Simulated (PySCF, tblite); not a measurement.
Isomers of C4H9FOSi2, one GFN2-xTB conformer each. Single-point energies are computed at PBE0/pcSseg-1 (PySCF, gas phase, no added dispersion term), electronic only.

Task: Rank them by PBE0/pcSseg-1 energy, lowest first (kcal/mol).
A. `[O:1]=[CH:2]/[CH:3]=[C:4](\[F:5])[SiH2:6][CH2:7][SiH3:8]` with O1–C2–C3–C4 179°, C3–C4–Si6–C7 -106°, C4–Si6–C7–Si8 -173°
B. `[O:1]=[CH:2][SiH2:3][CH2:4]/[C:5]([SiH3:6])=[CH:7]\[F:8]` with O1–C2–Si3–C4 -9°, C2–Si3–C4–C5 43°, Si3–C4–C5–Si6 -96°
C. `[CH3:1][Si@@H:2]1[CH2:3][C@:4]([F:5])([CH:6]=[O:7])[SiH2:8]1` with C3–C4–C6–O7 -40°, C1–Si2–C3–C4 -101°, Si2–C3–C4–F5 -138°, C3–C4–Si8–Si2 14°, C1–Si2–Si8–C4 100°
D. `[F:1][Si@H:2]1[CH:3]=[C:4]([SiH3:5])[O:6][CH2:7][CH2:8]1` with F1–Si2–C3–C4 113°, C3–C4–O6–C7 -16°, C4–O6–C7–C8 57°, O6–C7–C8–Si2 -62°
E. `[CH3:1][SiH2:2][C@H:3]([F:4])[C:5]#[C:6][SiH2:7][OH:8]` with C1–Si2–C3–F4 179°, C6–Si7–O8–H -50°
F. `[O:1]=[CH:2][SiH2:3][CH2:4]/[CH:5]=[C:6](/[F:7])[SiH3:8]` with O1–C2–Si3–C4 -2°, C2–Si3–C4–C5 179°, Si3–C4–C5–C6 -105°
G. `[CH3:1][Si@@H:2]1[CH2:3][C:4](=[O:5])[C@H:6]([F:7])[SiH2:8]1` with C1–Si2–C3–C4 -144°, Si2–C3–C4–O5 -108°, C3–C4–C6–F7 44°, C4–C6–Si8–Si2 37°

Result: D (0.0), G (24.8), C (41.0), E (42.0), A (47.7), B (63.4), F (66.5).

As drawn, the lowest has an Si–F bond, which the highest lacks; the highest has a C=O bond, which the lowest lacks. Neighbours under 2.5 kcal/mol apart (C[Si@@H]1C[C@](F)(C=O)[SiH2]1 and C[SiH2][C@H](F)C#C[SiH2]O) can change places with a better method, another conformer or zero-point energy. GFN2-xTB itself gives, in the same order: 0.0, 43.6, 59.1, 38.4, 63.2, 68.2, 71.1. Both levels put the same isomer lowest; measured from each level's own lowest isomer, the values differ by up to 18.8 kcal/mol (C[Si@@H]1CC(=O)[C@H](F)[SiH2]1: 43.6 against 24.8).

Task: Which frontier levels, dipoles and rotational constants go with these structures?

Result: 
```json
{"SMILES": "F[Si@H]1C=C([SiH3])OCC1", "HOMO (eV, PBE0/pcSseg-1)": "-7.21", "LUMO (eV)": "-0.74", "dipole (D)": "1.39", "A, B, C (MHz)": "2742, 856.6, 715.7"}
{"SMILES": "C[Si@@H]1CC(=O)[C@H](F)[SiH2]1", "HOMO (eV, PBE0/pcSseg-1)": "-7.19", "LUMO (eV)": "-1.12", "dipole (D)": "3.13", "A, B, C (MHz)": "1839, 1184, 1035"}
{"SMILES": "C[Si@@H]1C[C@](F)(C=O)[SiH2]1", "HOMO (eV, PBE0/pcSseg-1)": "-7.27", "LUMO (eV)": "-1.12", "dipole (D)": "1.85", "A, B, C (MHz)": "1941, 1175, 1028"}
{"SMILES": "C[SiH2][C@H](F)C#C[SiH2]O", "HOMO (eV, PBE0/pcSseg-1)": "-7.68", "LUMO (eV)": "-0.84", "dipole (D)": "1.82", "A, B, C (MHz)": "2399, 549.4, 465.0"}
{"SMILES": "O=C/C=C(\\F)[SiH2]C[SiH3]", "HOMO (eV, PBE0/pcSseg-1)": "-7.43", "LUMO (eV)": "-2.02", "dipole (D)": "3.81", "A, B, C (MHz)": "3996, 462.8, 449.1"}
{"SMILES": "O=C[SiH2]C/C([SiH3])=C\\F", "HOMO (eV, PBE0/pcSseg-1)": "-6.96", "LUMO (eV)": "-1.66", "dipole (D)": "2.03", "A, B, C (MHz)": "1424, 1316, 843.1"}
{"SMILES": "O=C[SiH2]C/C=C(/F)[SiH3]", "HOMO (eV, PBE0/pcSseg-1)": "-6.87", "LUMO (eV)": "-1.51", "dipole (D)": "1.45", "A, B, C (MHz)": "2592, 586.2, 522.6"}
```

Task: What happens when harmonic zero-point energies from GFN2-xTB frequencies are added?

Result: 
```json
{"SMILES": "F[Si@H]1C=C([SiH3])OCC1", "ZPE (kcal/mol)": "72.9", "electronic (kcal/mol)": "0.0", "with ZPE (kcal/mol)": "0.0"}
{"SMILES": "C[Si@@H]1CC(=O)[C@H](F)[SiH2]1", "ZPE (kcal/mol)": "73.2", "electronic (kcal/mol)": "24.8", "with ZPE (kcal/mol)": "25.1"}
{"SMILES": "C[Si@@H]1C[C@](F)(C=O)[SiH2]1", "ZPE (kcal/mol)": "72.1", "electronic (kcal/mol)": "41.0", "with ZPE (kcal/mol)": "40.3"}
{"SMILES": "C[SiH2][C@H](F)C#C[SiH2]O", "ZPE (kcal/mol)": "69.6", "electronic (kcal/mol)": "42.0", "with ZPE (kcal/mol)": "38.8"}
{"SMILES": "O=C/C=C(\\F)[SiH2]C[SiH3]", "ZPE (kcal/mol)": "68.6", "electronic (kcal/mol)": "47.7", "with ZPE (kcal/mol)": "43.4"}
{"SMILES": "O=C[SiH2]C/C([SiH3])=C\\F", "ZPE (kcal/mol)": "68.9", "electronic (kcal/mol)": "63.4", "with ZPE (kcal/mol)": "59.4"}
{"SMILES": "O=C[SiH2]C/C=C(/F)[SiH3]", "ZPE (kcal/mol)": "68.2", "electronic (kcal/mol)": "66.5", "with ZPE (kcal/mol)": "61.8"}
```

The zero-point energies span 5.0 kcal/mol. The lowest isomer stays, but the order above it changes.
